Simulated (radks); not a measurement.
The numbers below are computed, except where a source is named.
Removal energies from the manganese ion Mn9+, [Ne] 3s2 3p4, by Delta-SCF beside the eigenvalue of the level emptied. Level of theory: scalar-relativistic Kohn-Sham, PBE, spin-polarised, spherical densities, finite nucleus; Fermi nuclear charge, rms radius of each element as measured or else 0.836 A^(1/3) + 0.57 fm (a radial shooting solver on a logarithmic mesh with Libxc functionals). Open shells are filled with parallel spins first.

| removed from | final configuration | Delta-SCF (eV) | -eigenvalue (eV) |
|---|---|---|---|
| 3p | [Ne] 3s2 3p3 | 248.28 | 235.14 |
| 3s | [Ne] 3s1 3p4 | 281.43 | 268.30 |
| 2p | [He] 2s2 2p5 3s2 3p4 | 885.27 | 846.79 |
| 2s | [He] 2s1 2p6 3s2 3p4 | 993.79 | 960.11 |
